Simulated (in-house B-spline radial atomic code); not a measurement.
Successive ionisation energies of iodine; each step leads to the configuration of the next row (after the last: [Ne] 3s2). Dirac energy differences include first-order Breit, QED and recoil terms. NIST's values go from ground level to ground level; the uncertainty of those that are theory runs from under 0.1 % in few-electron ions to several per cent in heavy many-electron ones. Computed with a B-spline radial code for spherical atoms: Dirac-Hartree-Fock, jj configuration that fills j = l - 1/2 first, finite nuclei.

A number in brackets counts the electrons of a j subshell.

```tsv
ion	configuration	ionisation energy (eV)	tabulated value (eV)	computed minus tabulated (eV)	highest orbital	largest mean radius (bohr)
I23+	[Ar] 3d10 4s2	762.3	762	0.3	4s1/2	0.65362
I24+	[Ar] 3d10 4s1	799.4	800.8	-1.4	4s1/2	0.64762
I25+	[Ar] 3d10	1397.6	1397	0.6	3d5/2	0.30792
I26+	[Ar] 3d3/2(4) 3d5/2(5)	1476.2	1472	4.2	3d5/2	0.30555
I27+	[Ar] 3d3/2(4) 3d5/2(4)	1556.4	1553	3.4	3d5/2	0.30342
I28+	[Ar] 3d3/2(4) 3d5/2(3)	1638.2	1639	-0.8	3d5/2	0.3013
I29+	[Ar] 3d3/2(4) 3d5/2(2)	1721.6	1720	1.6	3d5/2	0.2992
I30+	[Ar] 3d3/2(4) 3d5/2(1)	1806.5	1812	-5.5	3d5/2	0.2971
I31+	[Ar] 3d3/2(4)	1911.0	1911	0.0	3d3/2	0.29502
I32+	[Ar] 3d3/2(3)	1999.5	1999	0.5	3d3/2	0.29293
I33+	[Ar] 3d3/2(2)	2089.5	2093	-3.5	3d3/2	0.29085
I34+	[Ar] 3d3/2(1)	2181.1	2181	0.1	3d3/2	0.28878
I35+	[Ne] 3s2 3p6	2430.7	2431	-0.3	3p3/2	0.28674
I36+	[Ne] 3s2 3p1/2(2) 3p3/2(3)	2512.9	2510	2.9	3p3/2	0.28517
I37+	[Ne] 3s2 3p1/2(2) 3p3/2(2)	2595.9	2598	-2.1	3p3/2	0.28362
I38+	[Ne] 3s2 3p1/2(2) 3p3/2(1)	2679.8	2680	-0.2	3p3/2	0.28209
I39+	[Ne] 3s2 3p1/2(2)	2834.8	2836	-1.2	3p1/2	0.28057
I40+	[Ne] 3s2 3p1/2(1)	2926.2	2926	0.2	3p1/2	0.27903
```

(1) Where is the largest jump?

## Answers

(1) From I24+ to I25+, by a factor of 1.75 (799.4 to 1397.6 eV); the highest orbital goes from 4s1/2 to 3d5/2.
